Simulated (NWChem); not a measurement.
System: AlH₃Se; SMILES [AlH2][SeH]

Parts of the log:

```
             Northwest Computational Chemistry Package (NWChem) 7.3.0
             --------------------------------------------------------

                             Geometry "geometry" -> ""
                             -------------------------

 Output coordinates in angstroms (scale by  1.889725989 to convert to a.u.)

  No.       Tag          Charge          X              Y              Z
 ---- ---------------- ---------- -------------- -------------- --------------
    1 Al                  13.0000    -0.13961800     1.63493200     0.07080200
    2 H                    1.0000    -1.35845600     2.47897100    -0.48212600
    3 H                    1.0000     1.29291200     2.22646400     0.39569000
    4 Se                  34.0000    -0.53219500    -0.63717900     0.41472500
    5 H                    1.0000     0.84795600    -0.88696900     0.89579100

 Effective nuclear repulsion energy (a.u.)     134.7393034626

                              NWChem Property Module
                              ----------------------

  itol2e modified to match energy
  convergence criterion.

                                 NWChem DFT Module
                                 -----------------

 Summary of "ao basis" -> "ao basis" (spherical)
 ------------------------------------------------------------------------------
       Tag                 Description            Shells   Functions and Types
 ---------------- ------------------------------  ------  ---------------------
 Al                         pcsseg-1                10       24   4s5p1d
 H                          pcsseg-1                 3        5   2s1p
 Se                         pcsseg-1                15       41   5s7p3d

  itol2e modified to match energy
  convergence criterion.

            General Information
            -------------------
          SCF calculation type: DFT
          Wavefunction type:  closed shell.
          No. of atoms     :     5
          No. of electrons :    50
           Alpha electrons :    25
            Beta electrons :    25
          Charge           :     0
          Spin multiplicity:     1
          Use of symmetry is: off; symmetry adaption is: off
          Maximum number of iterations: 150
          AO basis - number of functions:    80
                     number of shells:    34
          Convergence on energy requested:  1.00D-07
          Convergence on density requested:  1.00D-05
          Convergence on gradient requested:  5.00D-04

[...]

          -----------------------------------------
          Chemical Shielding Tensors (GIAO, in ppm)
          -----------------------------------------

                                NWChem CPHF Module
                                ------------------

  scftype          =     RHF
  nclosed          =       25
  nopen            =        0
  variables        =     1375
  # of vectors     =        3
  tolerance        = 0.10D-03
  level shift      = 0.00D+00
  max iterations   =       50
  max subspace     =       30

 SCF residual:    2.2042751178544792E-005

Iterative solution of linear equations
  No. of variables     1375
  No. of equations        3
  Maximum subspace       30
        Iterations       50
       Convergence  1.0D-04

   iter   nsub   residual    time
   ----  ------  --------  ---------
     1      3    2.82D-05      12.6

      Atom:    1  Al
        Diamagnetic
    791.5491      1.2865     -1.7622
      1.2865    800.5735     -0.4642
     -1.7622     -0.4642    795.9042

        Paramagnetic
   -623.7041    -10.3069    -54.4879
    -10.3069   -591.6872     27.5029
    -54.4879     27.5029   -464.6247

        Total Shielding Tensor
    167.8450     -9.0204    -56.2502
     -9.0204    208.8863     27.0387
    -56.2502     27.0387    331.2795

           isotropic =     236.0036
          anisotropy =     177.5211

          Principal Components and Axis System
                 1           2           3
              354.3510    203.3096    150.3501

      1        -0.2919      0.0467      0.9553
      2         0.1923      0.9813      0.0108
      3         0.9369     -0.1868      0.2954

      Atom:    2  H
        Diamagnetic
     28.8067     -4.9303      2.8644
     -4.9303     28.9951     -2.7950
      2.8644     -2.7950     24.3258

        Paramagnetic
     -4.3689      1.8028     -1.7361
      1.8028     -2.3578      1.0489
     -1.7361      1.0489     -0.7399

        Total Shielding Tensor
     24.4378     -3.1275      1.1283
     -3.1275     26.6373     -1.7460
      1.1283     -1.7460     23.5860

           isotropic =      24.8870
          anisotropy =       7.0295

          Principal Components and Axis System
                 1           2           3
               29.5734     22.8762     22.2115

      1        -0.5429     -0.2918      0.7875
      2         0.7732      0.1923      0.6043
      3        -0.3278      0.9369      0.1212

      Atom:    3  H
        Diamagnetic
     31.7907      5.3047      1.7967
      5.3047     26.9312      0.7493
      1.7967      0.7493     22.9351

        Paramagnetic
     -5.6812     -1.6683     -1.4176
     -1.6683     -1.0339     -0.3142
     -1.4176     -0.3142     -0.4089

        Total Shielding Tensor
     26.1095      3.6364      0.3791
      3.6364     25.8973      0.4351
      0.3791      0.4351     22.5261

           isotropic =      24.8443
          anisotropy =       7.2648

          Principal Components and Axis System
                 1           2           3
               29.6875     22.4973     22.3481

      1         0.7147     -0.2918     -0.6357
      2         0.6949      0.1922      0.6930
      3         0.0800      0.9370     -0.3401

      Atom:    4  Se
        Diamagnetic
   3000.3356     -0.0309      1.6628
     -0.0309   3002.8990     -1.6269
      1.6628     -1.6269   2995.8683

        Paramagnetic
  -1668.3795    -14.7689   -239.1640
    -14.7689   -993.7608     16.5519
   -239.1640     16.5519   -968.7986

[...]
```

Level: LDA (Slater exchange, VWN5)/pcSseg-1, GIAO. Coordinates come from a B3LYP/6-31G* (spherical d) optimisation. The printed shielding anisotropy is the first printed principal value minus the mean of the other two.

### Question
Which NWChem input produces such a log?

### Answer
This is not unique; one that fits is the input that was run:
```
start job
memory heap 200 mb stack 900 mb global 1100 mb
geometry units angstroms noautosym nocenter noautoz
  Al    -0.139618     1.634932     0.070802
  H     -1.358456     2.478971    -0.482126
  H      1.292912     2.226464     0.395690
  Se    -0.532195    -0.637179     0.414725
  H      0.847956    -0.886969     0.895791
end
basis spherical
  * library pcsseg-1
end
dft
  xc slater vwn_5
  iterations 150
end
property
  shielding
end
task dft property
```
